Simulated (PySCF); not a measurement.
One change to the structure, seen by NMR

Starting compound: SMILES C=C1CO[SiH2]C1=C, C₅H₈OSi.

1H NMR (500 MHz, computed): δ 6.86 (br s, 1H), 5.95 (br s, 1H), 5.95 (br s, 1H), 5.34 (s, 2H), 5.22 (br s, 1H), 5.12 (s, 2H). 13C{1H} NMR (computed): δ 154.0 (C), 148.6 (C), 130.0 (CH2), 107.2 (CH2), 77.4 (CH2).

PySCF calculation with GIAO PBE0/pcSseg-1 shieldings and geometry from GFN2-xTB; one averaged value for each set of equivalent atoms, a single conformation, non-relativistic, no solvent model.

Scale: TMS for 1H (31.72 ppm), 13C (186.93 ppm) (reference shieldings calculated alike). Where no couplings were computed, multiplicities follow the n + 1 count of equivalent neighbours, and m marks all less simple cases (inequivalent or close neighbours, rings, F or P nearby). Shifts are as computed. Against solution values, carbons near 30 ppm lie about +3 ppm off and those near 130 ppm about +5 ppm (rms about the fit 2.1 ppm; single classes can miss by 10 ppm). Of 1328 compounds with measured shifts, 309 miss one by over three times the rms of a fit or turn the order of signals round; such compounds aren't used in these exercises. Signals without a measured value on file couldn't be tested in this way; 1H shifts scatter by 0.2 ppm about their fit, and single ones miss by 0.5 ppm.

**Question.** What are the spectra after this edit: O inserted into a C-C bond, giving `C=C1CO[SiH2]C(=C)O1`?

**Answer.** 1H NMR (500 MHz, computed): δ 5.71 (br s, 1H), 5.19 (s, 2H), 4.81 (br s, 1H), 4.74 (br s, 1H), 4.49 (br s, 1H), 4.47 (s, 2H). 13C{1H} NMR (computed): δ 163.2 (C), 161.9 (C), 112.6 (CH2), 98.1 (CH2), 66.5 (CH2).

**Question.** What are the spectra after this edit: H on C replaced by OCH3, giving `C=C1[SiH2]O[C@H](OC)C1=C`?

**Answer.** 1H NMR (500 MHz, computed): δ 6.77 (br s, 1H), 5.99 (br s, 1H), 5.85 (br s, 1H), 5.50 (br s, 1H), 5.49 (s, 1H), 5.31 (m, 1H), 5.21 (m, 1H), 3.64 (s, 3H). 13C{1H} NMR (computed): δ 155.1 (C), 147.9 (C), 130.2 (CH2), 114.7 (CH2), 110.7 (CH), 56.5 (CH3).
